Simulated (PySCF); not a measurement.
Cartesian coordinates in Å; atom numbers follow the order of the lines, from 1:
```xyz
26

C     1.869    1.714   -0.068
Si    1.161   -0.036   -0.173
C     1.984   -1.116    1.143
C     1.538   -0.751   -1.883
Si   -1.163    0.030    0.174
C    -1.892   -1.710    0.045
C    -1.974    1.139   -1.127
C    -1.534    0.727    1.892
H     1.669    2.168    0.915
H     1.430    2.369   -0.837
H     2.962    1.705   -0.218
H     1.613   -2.152    1.096
H     3.077   -1.142    1.001
H     1.785   -0.732    2.156
H     1.152   -1.778   -1.978
H     1.077   -0.142   -2.677
H     2.624   -0.779   -2.067
H    -1.455   -2.381    0.801
H    -2.983   -1.689    0.202
H    -1.703   -2.150   -0.947
H    -3.066    1.178   -0.983
H    -1.781    0.765   -2.145
H    -1.589    2.169   -1.068
H    -1.132    1.746    2.003
H    -2.621    0.772    2.073
H    -1.087    0.101    2.681
```

Geometry: PBE0-D3(BJ)/def2-SVP; GIAO shifts from PySCF, gas phase, non-relativistic, averaged over equivalent atoms.

At PBE0/cc-pVDZ (210 basis functions, 83 s wall time on 1 thread of an Arm Neoverse N1, shared host):
```tsv
atoms	δ (ppm)
C1/C3/C4/C6/C7/C8	-1.6
Si2/Si5	-13.7
H9/H10/H11/H12/H13/H14/H15/H16/H17/H18/H19/H20/H21/H22/H23/H24/H25/H26	0.07
```

δ = σ(ref) − σ, references computed at the same level: TMS for $^{13}$C (196.75 ppm) and $^{29}$Si (418.61 ppm) and $^{1}$H (31.29 ppm).

**Question.** Predict the values at KT3/pcSseg-1 on the same geometry.

**Answer.** 
```csv
atoms,δ at KT3/pcSseg-1,change
C1/C3/C4/C6/C7/C8,-1.8,-0.2
Si2/Si5,-18.8,-5.1
H9/H10/H11/H12/H13/H14/H15/H16/H17/H18/H19/H20/H21/H22/H23/H24/H25/H26,0.07,+0.00
```

Chemical shifts δ = σref − σ; TMS for $^{13}$C (σ = 182.31 ppm) and $^{29}$Si (σ = 365.51 ppm) and $^{1}$H (σ = 31.32 ppm), all at this level.

The largest change is at Si2/Si5 (silicon bonded to 3 C, Si). Cost: 240 basis functions, 74 s wall time on 1 thread of an Arm Neoverse V1, shared host.
